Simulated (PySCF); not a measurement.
3-methylbutanethioamide, C₅H₁₁NS.
Bonds: C1–C2, C2–C3, C2–C4, C4–C5, C5–N6, C5–S7 (double). Hydrogens: H8, H9, H10 on C1; H11 on C2; H12, H13, H14 on C3; H15, H16 on C4; H17, H18 on N6.

Computed, not measured: core-valence-separated Tamm–Dancoff BHandHLYP/aug-pcX-1 (pcseg-1 on H, def2-SVPD on S) in PySCF, non-relativistic, gas phase, PBE0-D3(BJ)/def2-SVP geometry. Absolute energies from this functional tend to lie a few eV below measured edges; no shift was applied.

Question: Give energies, oscillator strengths and core holes at the C K edge.

Answer: 
```csv
E (eV),f,core hole on,main final orbital,polarisation
283.43,0.0829,C5,LUMO (83 %),normal to the local trigonal plane
284.81,0.0008,C4,LUMO (93 %),–
285.25,0.0111,C3,LUMO+2 (54 %),–
285.28,0.0105,C1,LUMO+1 (42 %),–
285.38,0.0115,C2,LUMO (86 %),–
285.48,0.0004,C1,LUMO (95 %),–
285.78,0.0212,C4,LUMO+1 (56 %),–
285.81,0.0100,C3,LUMO (61 %),–
285.90,0.0243,C1,spread,–
285.99,0.0264,C3,LUMO+4 (35 %),–
286.25,0.0222,C1,spread,–
286.28,0.0132,C2,LUMO+1 (30 %),–
286.28,0.0211,C3,spread,–
286.53,0.0278,C4,spread,–
286.59,0.0050,C1/C3,"LUMO+1 (2 roots, f summed)",–
286.64,0.0040,C2,LUMO+1 (52 %),–
286.89,0.0085,C1,LUMO+2 (44 %),–
287.07,0.0119,C1/C3,"spread (2 roots, f summed)",–
287.08,0.0037,C2,LUMO+2 (59 %),–
287.15,0.0066,C2,LUMO+3 (59 %),–
```

The first line with a tenth or more of the strongest one's intensity is at 283.43 eV (f = 0.083), with the hole on C5 (thiocarbonyl carbon), polarised normal to the local trigonal plane: a 1s→π* resonance. It is also the strongest listed.

Question: Give energies, oscillator strengths and core holes at the N K edge.

Answer: 
```
E (eV)       f  core hole on  main final orbital
399.05  0.0259            N6         LUMO (82 %)
400.48  0.0141            N6       LUMO+1 (67 %)
401.36  0.0338            N6              spread
402.80  0.0082            N6              spread
403.14  0.0021            N6       LUMO+2 (37 %)
403.36  0.0080            N6              spread
403.64  0.0007            N6              spread
```

The first line with a tenth or more of the strongest one's intensity is at 399.05 eV (f = 0.026), with the hole on N6 (nitrogen bound to a thiocarbonyl carbon). The strongest listed is at 401.36 eV (f = 0.034; N6).

Roots within 0.03 eV whose holes lie on the same, on equivalent or on shared atoms are summed into one line, and the highest roots are left out, as the search may have cut off their partners. Final orbitals are the ground state's empty Kohn–Sham orbitals. A dash: too weak, shared between unlike atoms, or no plane or axis to refer to.

Question: What length of transition dipole belongs to the line at 285.90 eV?

Answer: From f = (2/3) ΔE |μ|² in atomic units, with ΔE = 10.507 Eh and f = 0.0243: |μ| = 0.059 au = 0.15 D.

The list ends where the root search ended, not at a threshold.

Hardware: one thread, AMD EPYC 7B13 (x86_64), no GPU, shared host. Cost: 27 s, 1.1 GiB resident at most.

The values belong to the conformer `[CH3:1][CH:2]([CH3:3])[CH2:4][C:5]([NH2:6])=[S:7]`: C1–C2–C4–C5 61°, C2–C4–C5–N6 -120°, H–N6–C5–C4 0°, H–N6–C5–C4 180°.
